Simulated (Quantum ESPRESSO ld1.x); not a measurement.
Tm XXXI, configuration [Kr] 4d3.

Method: scalar-relativistic Kohn-Sham, LDA (Slater exchange, VWN5 correlation), spin-polarised, spherical densities, point nucleus; open shells are filled with parallel spins first; computed with ld1.x of Quantum ESPRESSO 7.5.

Energy parts (eV):
| part | energy |
|---|---|
| total | -356391.2 |
| kinetic | 388486.2 |
| electron-nucleus | -830180.3 |
| Hartree | 91637.4 |
| exchange-correlation | -6334.5 |

Orbitals (lengths in bohr, moments of r in powers of bohr):
orbital	occ.	eigenvalue (eV)	<r>
1s up	1	-60357.262	0.02002
1s down	1	-60357.145	0.02002
2s up	1	-11119.029	0.08490
2s down	1	-11116.246	0.08490
2p up	3	-9952.165	0.07542
2p down	3	-9949.850	0.07541
3s up	1	-3342.307	0.2196
3s down	1	-3340.365	0.2195
3p up	3	-2988.783	0.2184
3p down	3	-2986.730	0.2183
3d up	5	-2558.117	0.1975
3d down	5	-2555.542	0.1974
4s up	1	-1425.367	0.4564
4s down	1	-1418.250	0.4566
4p up	3	-1296.775	0.4706
4p down	3	-1289.748	0.4709
4d up	3	-1132.337	0.4742
4d down	0	-1125.346	0.4747
4f up	0	-960.344	0.4517
4f down	0	-954.102	0.4515
5s up	0	-780.264	0.8019
5s down	0	-776.853	0.8043
5p up	0	-723.564	0.8330
5p down	0	-720.416	0.8357

The highest occupied level is 4d up at -1132.3 eV. Spin moment in Bohr magnetons: 3.

Run on one thread of a shared host, so times are rough (Intel(R) Xeon(R) Processor @ 2.60GHz): 0.79 s of CPU time, 0.83 s wall, 21 iterations on 2105 mesh points.
